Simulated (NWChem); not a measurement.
C$_{2}$H$_{7}$NSi, singlet; SMILES CN(C)[SiH]

```xyz
11

Si     0.0424    -1.4731     0.0000
H     -1.4884    -1.6323     0.0000
N      0.0027     0.2586     0.0000
C      1.2471     1.0022     0.0000
C     -1.1586     1.1221     0.0000
H      1.3255     1.6519    -0.8908
H      1.3255     1.6519     0.8908
H      2.1038     0.3126     0.0000
H     -1.1651     1.7790     0.8895
H     -1.1651     1.7790    -0.8895
H     -2.0788     0.5250     0.0000
```
Atoms are numbered in this order, from 1.

All runs: NWChem. Low-valent species are run as closed-shell singlets; no triplet was tried in these runs. Geometry: optimised at PBE0/def2-SVP. Total energies compare along this basis series because the functional is fixed.

| level | basis functions | energy (Ha) | highest occupied level (eV) | orbital gap (eV) | dipole (D) | relative time |
|---|---|---|---|---|---|---|
| PBE0/pcseg-1 | 95 | -424.3078 | -6.23 | 4.70 | 2.40 | 3 |
| PBE0/aug-pcseg-1 | 159 | -424.3156 | -6.26 | 4.66 | 2.21 | 10 |
| PBE0/pcseg-2 | 222 | -424.4125 | -6.25 | 4.69 | 2.14 | 20 |
| PBE0/STO-3G | 31 | -419.3372 | -3.07 | 6.02 | 1.22 | 1 |
| PBE0/def2-SVP | 95 | -424.1602 | -6.17 | 4.80 | 2.37 | 2 |

Relative times are rough (shared machine, one core).
